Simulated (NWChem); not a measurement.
AgN2H6 cation; SMILES [NH3]->[Ag+]<-[NH3]

Results from NWChem. Structure relaxed at the PBE0/def2-SVP level. Not confirmed as a minimum by frequencies. def2 effective core potentials on Ag; no spin-orbit coupling.

Problem. What does the run give for PBE/def2-SVP? Quantities: highest occupied level (eV); orbital gap (eV).

Solution. 
| Property | Result |
|---|---|
| highest occupied level (eV) | -10.94 |
| orbital gap (eV) | 5.08 |
